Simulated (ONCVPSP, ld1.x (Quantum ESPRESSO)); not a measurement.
Pseudopotentials across the periodic table

Generated with ld1.x 7.5 (TM, RRKJ, ultrasoft, PAW), atompaw 4.2 or ONCVPSP 4.0.1. The cutoff is in Ry: for ld1.x and atompaw files where the sum of valence levels is converged to 10 mRy in a Bessel basis, for ONCV files where the hardest occupied wave has 1 mHa per electron of residual kinetic energy. The error is the largest all-electron minus pseudo excitation energy over each file’s own four to seven test configurations (ionisations up to +4, promotions, holes and added fractions of an electron), all of which were solved. The labels leave out finer settings (local radius, basis sizes, second energies), which also bear on the numbers. Spin-polarised tests are not counted. The rows are a selection from randomly drawn settings: files with unsolved tests, undetermined cutoffs or missed reference levels are left out.

A true bound ghost makes a file unfit for plane-wave use even where its test errors are small: the radial tests pick states by their node count and pass the ghost by.

```csv
element,potential,cutoff (Ry),largest error (meV),bound ghosts
Al,"TM, PBE, scalar-relativistic, rc 1.45/1.95/1.60 (spd), local s, core correction yes, reference 3s2 3p1",35,+27,none
Ti,"RRKJ, PBE, scalar-relativistic, rc 2.10/3.15/1.20 (spd), local s, core correction no, reference 3d2 4s2 4p0",90,+213,none
Ga,"ONCV, LDA (Perdew-Wang 92), scalar-relativistic, rc 1.95/1.85 (sp), local smoothed, core correction yes, reference 4s2 4p0.75, qcut 3.3/4.2, projectors 1/3",25,-92,p
Sb,"ONCV, PBEsol, non-relativistic, rc 2.05/2.35/1.25 (spd), local smoothed, core correction yes, reference 4d10 5s2 5p3, qcut 3.5/3.8/11.7, projectors 2/2/2",96,-6.4,s
Te,"TM semilocal, PBE, scalar-relativistic, rc 1.70/1.85/0.95 (spd), local s, core correction yes, reference 4d10 5s2 5p2.5",120,-421,none
I,"TM, LDA (PZ), fully relativistic, rc 1.50/1.75/1.50 (spd), local smoothed, core correction yes, reference 4d10 5s1.75 5p5.25",100,-196,s
```

Task: Fill in the row for He: ultrasoft, PBEsol, scalar-relativistic, rc 0.65/0.70 (sp), local smoothed, core correction no, reference 1s2.

Result: cutoff 80 Ry, largest error +2.2 meV, bound ghosts: none.

Task: Fill in the row for Zn: ONCV, PBEsol, scalar-relativistic, rc 1.00/0.80/0.75 (spd), local smoothed, core correction no, reference 3s2 3p6 3d9, qcut 14.2/21.2/20.7, projectors 2/2/2.

Result: cutoff 329 Ry, largest error +4.8 meV, bound ghosts: none.

Task: Fill in the row for Bi: ONCV, PBE, fully relativistic, rc 1.95/2.60 (sp), local smoothed, core correction no, reference 6s2 6p3, qcut 2.6/3.4, projectors 2/1.

Result: cutoff 103 Ry, largest error +194 meV, bound ghosts: none.
